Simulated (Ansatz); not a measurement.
Te₃Pb₃⁻. Total charge -1; doublet. Geometry PBE-D4/def2-SVP; atoms count from 1.

| atom | x (Å) | y (Å) | z (Å) |
| --- | --- | --- | --- |
| Pb1 | 1.097 | 2.089 | -0.208 |
| Pb2 | -1.124 | -1.369 | 2.118 |
| Pb3 | 1.316 | -0.647 | -1.860 |
| Te4 | -0.927 | 1.240 | -2.177 |
| Te5 | -0.343 | 1.377 | 2.292 |
| Te6 | -0.018 | -2.691 | -0.165 |

In the def2 sets Pb, Te take a core potential; there is no spin–orbit coupling. Another isomer (doublet) lies 0.50 eV lower at PBE0-D4/def2-TZVPD; other spin states weren't run for this one.

Estimate the Mulliken populations from the PBE0/def2-TZVPD orbitals of Ansatz.


| atom | charge (e) | spin (α − β) |
| --- | --- | --- |
| Pb1 | 0.14 | 0.47 |
| Pb2 | 0.23 | 0.13 |
| Pb3 | 0.14 | 0.47 |
| Te4 | -0.57 | 0.01 |
| Te5 | -0.47 | -0.04 |
| Te6 | -0.47 | -0.04 |
Mulliken values depend strongly on the basis. With diffuse functions, as here, like atoms can get unlike values, and bond orders can come out too low or too high.

Where does the spin sit?

Summed by element: Pb 1.07, Te -0.07, of 1 unpaired in all. Largest on single atoms: Pb3 0.47, Pb1 0.47, Pb2 0.13.

And the Mayer bond orders between heavy atoms (over 0.3)?

Pb1–Pb3 0.47 (3.20 Å); Pb1–Te4 0.91 (2.95 Å); Pb1–Te5 0.78 (2.97 Å); Pb2–Te5 1.12 (2.86 Å); Pb2–Te6 1.12 (2.86 Å); Pb3–Te4 0.91 (2.95 Å); Pb3–Te6 0.78 (2.97 Å).
